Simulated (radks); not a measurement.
The numbers below are computed, except where a source is named.
Problem. Species: Sr I. Configuration: [Ar] 3d10 4s1.5 4p6 5s2 4d0.5 (fractional occupations, a model configuration). Level of theory: scalar-relativistic Kohn-Sham, BLYP, spin-polarised, spherical densities, finite nucleus; open shells are filled with parallel spins first (spin-orbit coupling, left out, can overturn this in heavy ions); Fermi nuclear charge, rms radius 4.224 fm (a radial shooting solver on a logarithmic mesh with Libxc functionals). Some entries of the table are withheld. Estimate them.

orbital,occ.,eigenvalue (hartree),r(max) (bohr)
1s up,1,-585.9158,0.02553
1s down,1,-585.9129,0.02553
2s up,1,-79.42654,0.1451
2s down,1,-79.42367,0.1451
2p up,3,-70.59898,0.1160
2p down,3,-70.59621,0.1160
3s up,1,-12.36020,0.4358
3s down,1,-12.35603,0.4358
3p up,3,-9.51229,0.4306
3p down,3,-9.50784,0.4306
3d up,5,-4.80719,0.3762
3d down,5,-4.80196,0.3762
4s up,1,-1.57870,1.184
4s down,0.5,-1.55233,1.183
4p up,3,-0.90358,1.314
4p down,3,-0.87869,1.315
5s up,1,-0.13697,3.493
5s down,1,-0.13098,3.532
4d up,0.5,-0.07193,(1)
4d down,0,-0.05905,(2)
5p up,0,-0.04627,4.684
5p down,0,-0.04323,4.782

Solution. 
(1) 4d up r(max) (bohr): 1.980
(2) 4d down r(max) (bohr): 2.028
